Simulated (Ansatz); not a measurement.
`[NH2][GeH]([Cl])[Cl]` + H–F → `[NH2][GeH]([F])[Cl]` + HCl  (ligand exchange at a Ge–Cl bond)

Computed with Ansatz on PBE0-D4/def2-TZVP structures; ΔE is electronic, products minus reactants. CBS: MP2 limit from def2 TZ/QZ plus the TZ coupled-cluster correction, frozen cores. This one scheme is used for every species. Functionals use def2-TZVPP. B3LYP here is the variant with VWN-RPA as its local correlation; programs differ in this. HSE06 is defined as in plane-wave codes. For Ge outer-core shells are correlated without core-valence functions, which leaves a few kJ/mol of doubt a bond. Scalar relativity is left out up to krypton. One conformer a species, not always the lowest.

(1) Is it downhill or uphill in electronic energy at CCSD(T)/CBS, and by how much? (An estimate is asked.)

(2) What do these levels give: LDA (SPW92), revPBE-D4, r2SCAN-D4, r2SCANh-D4, BHLYP-D4, revPBE, B3LYP, r2SCANh, HSE06, RPA@PBE/def2-TZVPP, SCS-MP2/def2-QZVPP, HF/CBS(def2)? (Best estimate.)

Largest T1 diagnostic among the species: 0.011.

Answers

(1) Ansatz gave: Uphill: ΔE = +0.04 eV.

(2) Ansatz gave: LDA (SPW92) 0.00, revPBE-D4 0.05, r2SCAN-D4 -0.03, r2SCANh-D4 -0.01, BHLYP-D4 0.00, revPBE -0.02, B3LYP -0.08, r2SCANh -0.02, HSE06 0.03, RPA@PBE/def2-TZVPP -0.05, SCS-MP2/def2-QZVPP 0.00, HF/CBS(def2) -0.10 eV.

From PBE to PBE0 (25 % exact exchange), in def2-TZVPP and without D4, ΔE moves by +0.04 eV. Leaving LDA and LC-ωPBE aside and taking each functional with its dispersion term where it has one, the values, not all of them listed here, spread over 0.14 eV, from CAM-B3LYP-D4 to HSE06-D4.
